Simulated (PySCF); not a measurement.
Bonds (- single, = double, # triple, : aromatic): Si1-O2 1.667 Å, O2-Si3 1.642 Å, Si3-Cl4 2.070 Å. Si1 carries H5, H6, H7; Si3 carries H8, H9.

Geometry: PBE0-D3(BJ)/def2-SVP; GIAO shifts from PySCF 2.14, gas phase, non-relativistic, averaged over equivalent atoms.

At LC-wPBE/pcSseg-2 (235 basis functions, 32 s wall time on 1 thread of an Arm Neoverse V1, shared host):
```
   atoms  δ (ppm)
     Si3    -17.1
     Si1    -35.6
      O2     39.3
     Cl4     30.2
   H8/H9     5.31
H5/H6/H7     4.96
```

Referencing at the same level of theory: TMS for 29Si (σref 346.67), 1H (σref 31.32); 17O (σref 332.63) vs H2O; 35Cl (σref 944.79) vs HCl.

What do these become at PBE/pcSseg-2?

Results:


```tsv
atoms	δ at PBE/pcSseg-2	change
Si3	-21.0	-3.9
Si1	-41.6	-6.0
O2	56.4	+17.1
Cl4	66.3	+36.1
H8/H9	5.80	+0.49
H5/H6/H7	5.29	+0.33
```

Scale: 29Si (σ = 323.43 ppm), 1H (σ = 31.18 ppm) against TMS; 17O (σ = 327.88 ppm) against H2O; HCl for 35Cl (σ = 933.94 ppm) (reference shieldings calculated alike).

The largest change is at Cl4 (chlorine bonded to Si). Cost: 235 basis functions, 24 s wall time on 1 thread of an Arm Neoverse V2, shared host.

Experimental scales use liquid or dissolved standards, which lie at an offset from isolated H2O (liquid H2O: subtract about 36 ppm).
